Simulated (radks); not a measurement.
Values are calculated unless marked as measured or tabulated.
Excited configurations of I I: one electron is placed in a higher orbital outside [Kr] 4d10 5s2 5p4. The ground configuration is [Kr] 4d10 5s2 5p5. Code: a radial shooting solver on a logarithmic mesh with Libxc functionals. Model: scalar-relativistic Kohn-Sham, PBEsol, spin-polarised, spherical densities, finite nucleus; open shells are filled with parallel spins first (spin-orbit coupling, left out, can overturn this in heavy ions); Fermi nuclear charge, rms radius 4.75 fm. Excitation = E - E(ground); binding = E(ion) - E, where the ion is the core of charge +1; n* = 1/sqrt(2 binding) in atomic units, and the quantum defect is n - n*.

outer orbital  excitation (eV)  binding (eV)  quantum defect  eigenvalue (eV)
4f                       9.634         0.949           0.214           -0.464
5d                       8.342         2.241           2.536           -0.651
6s                       6.853         3.731           4.090           -2.174
6d                       9.254         1.329           2.801           -0.727
6f                      10.101         0.482           0.689           -0.307

The Delta-SCF ionisation energy is 10.584 eV (NIST Atomic Spectra Database: 10.451 eV, measured). Self-interaction in the functional shifts the binding energies and quantum defects, so they are the method's values and not measured ones. Open shells are spherical and high-spin; term and fine-structure splittings are not resolved. Spin-orbit splitting is averaged out at the scalar-relativistic level.
